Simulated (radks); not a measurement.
Problem. Species: the dysprosium ion Dy2+. Configuration: [Xe] 4f10. All-electron calculation, scalar-relativistic Kohn-Sham, LDA (Slater exchange, VWN5 correlation), spin-unpolarised, spherical densities, finite nucleus; Fermi nuclear charge, rms radius 5.2218 fm; hard spherical wall at 20 bohr. Program: a radial shooting solver on a logarithmic mesh with Libxc functionals. Some entries of the table are withheld. Estimate them.

| orbital | occ. | eigenvalue (eV) | r(max) (bohr) | <r> (bohr) |
|---|---|---|---|---|
| 1s | 2 | -53615.38 | 0.01339 | 0.02113 |
| 2s | 2 | -8941.446 | 0.07610 | 0.08984 |
| 2p | 6 | -7939.881 | 0.06170 | (1) |
| 3s | 2 | -2000.580 | 0.2156 | 0.2348 |
| 3p | 6 | (2) | 0.2118 | 0.2336 |
| 3d | 10 | -1296.245 | 0.1728 | 0.2122 |
| 4s | 2 | -406.3578 | 0.4941 | 0.5303 |
| 4p | 6 | -305.0254 | 0.5161 | 0.5620 |
| 4d | 10 | -166.9200 | 0.5345 | 0.6102 |
| 5s | 2 | (3) | 1.157 | 1.299 |
| 5p | 6 | -39.6262 | 1.322 | 1.535 |
| 4f | 10 | -17.3918 | (4) | (5) |
| 6s | 0 | -14.5157 | 2.998 | 3.338 |
| 5d | 0 | -13.7360 | 1.933 | 2.435 |
| 6p | 0 | (6) | 3.714 | 4.152 |

Solution. 
(1) 2p <r> (bohr): 0.07948
(2) 3p eigenvalue (eV): -1692.991
(3) 5s eigenvalue (eV): -63.2870
(4) 4f r(max) (bohr): 0.5383
(5) 4f <r> (bohr): 0.8656
(6) 6p eigenvalue (eV): -9.9885
